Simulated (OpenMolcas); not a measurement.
Se: effect of the active space

```
Program             : OpenMolcas 26.06
Method              : CASSCF or its RAS form
Basis               : ANO-R2
Scalar Hamiltonian  : X2C, finite nucleus
Spin-orbit coupling : RASSI with atomic mean-field integrals over the reference wave functions, term energies averaged over their components
```

A. 4 electrons in 3 orbitals (4p); 2S+1 = 3 even, 3 roots; 2S+1 = 1 even, 6 roots; cost of the order of 3 core-seconds
B. 6 electrons in 4 orbitals (4s 4p); 2S+1 = 3 even, 3 roots; 2S+1 = 1 even, 6 roots; cost about 9 core-seconds
C. 6 electrons in 8 orbitals (4s 4p 5s 5p); 2S+1 = 3 even, 3 roots; 2S+1 = 1 even, 6 roots; 2S+1 = 3 odd, 1 root; 2S+1 = 1 odd, 5 roots; cost about 30 core-seconds
D. 6 electrons in 9 orbitals (RAS2 4s 4p; RAS3 4d, at most 2 electrons); 2S+1 = 3 even, 3 roots; 2S+1 = 1 even, 6 roots; 2S+1 = 3 odd, 3 roots (0 in the spin-orbit step); cost about 26 core-seconds

Energies in cm⁻¹ above 4s² 4p⁴ ³P₂, the measured ground level; measured values from NIST Handbook of Basic Atomic Spectroscopic Data.

| Level | A | B | C | D | Measured |
| --- | --- | --- | --- | --- | --- |
| 4s² 4p⁴ ³P₂ | 0.0 | 0.0 | 0.0 | 0.0 | 0.0 |
| 4s² 4p⁴ ³P₁ | 1812 | 1812 | 1753 | 1788 | 1989 |
| 4s² 4p⁴ ³P₀ | 2430 | 2367 | 2266 | 2367 | 2534 |
| 4s² 4p⁴ ¹D₂ | 11784 | 11782 | 11522 | 11189 | 9576 |
| 4s² 4p⁴ ¹S₀ | 27795 | 21789 | 20971 | 23904 | 22446 |

Deviations, from unrounded energies. A percentage is the sum of absolute deviations over the sum of measured energies, with the sign that they share, or ± where signs differ.

```tsv
Against measurement	Levels	A	B	C	D
mean absolute deviation (cm-1)	4	2000	800	980	860
fine structure of the ground term (%)	2	-6.2	-7.6	-11.2	-8.1
other terms of the ground configuration (%)	2	+23.6	±8.9	±10.7	+9.6
```

B lies closest to measurement on these levels and A furthest from it. The largest miss of B in the table is 4s² 4p⁴ ¹D₂, by +2200 cm-1. The ranking rests on the paired levels alone, and a cruder setting can come out closer through cancelling errors.

Among A to D the level of the table that moves most is 4s² 4p⁴ ¹S₀, by 6800 cm-1 (lowest in C, highest in A).

Without dynamic correlation excited terms often stand tens of per cent too high (terms of higher spin than the ground term too low), and those without a measured partner can miss by more than the paired ones. With the s shell closed, the reference lacks s² → p² mixing (holds for A). The run also gave levels led by 4s² 4p³ 5s, which use shells meant for correlation; these and all levels above them are left out (holds for C). Some high roots are left out of the spin-orbit mixing, which shifts the levels that they would mix with (holds for D). Active for correlation alone: 4d; no level in the range computed is led by a configuration that fills it, so any true level of that kind is missing (holds for D). Measured partners are found by configuration, term and J. A level has none where our copy of the source lacks it or the pairing is in doubt (some pairs that miss far off the trend of their configuration count as doubtful), and it then counts in no deviation. Only configurations of the active space appear. Levels that lie high or do not pair safely by name in every column are left out.
